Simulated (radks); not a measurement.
Task: Numerical settings for the platinum ion Pt47+, [Ar] 3d10 4s2 4p1. Calculated with a radial shooting solver on a logarithmic mesh with Libxc functionals: Dirac Kohn-Sham, PBE, spin-unpolarised, spherical densities, finite nucleus; open shells fill j = l - 1/2 first; Fermi nuclear charge, rms radius 5.427 fm. The defaults (mesh step 0.008 in ln r, mesh end at 40 bohr or more with all orbitals vanishing there, Anderson mixing 0.5 over 9 steps, residual threshold near 1e-9 with the energy settled to 1e-9 hartree or 1e-11 of itself, here a cap of 62 iterations) give E = -16878.684 hartree and 4p1/2 at -2577.5 eV in 15 iterations. Run on one thread of a shared host, so times are rough (Arm Neoverse N1): 0.12 s of CPU time, 0.12 s wall, 15 iterations on 2189 mesh points. One setting is changed at a time: mesh step in ln r 0.03; mesh step in ln r 0.012; mesh step in ln r 0.2; mesh end (bohr) 20; mesh end (bohr) 12; residual threshold 0.001; residual threshold 0.1; mixing 2.5; linear mixing, mixing 0.2; linear mixing, mixing 0.05; mixing history 3; iteration cap 3. Which runs fail to converge, and which converge to a wrong energy?

Result: Not converged within the cap: mesh step in ln r 0.2; linear mixing, mixing 0.2; linear mixing, mixing 0.05; iteration cap 3. No run marked as converged misses the energy by more than 1 mhartree.
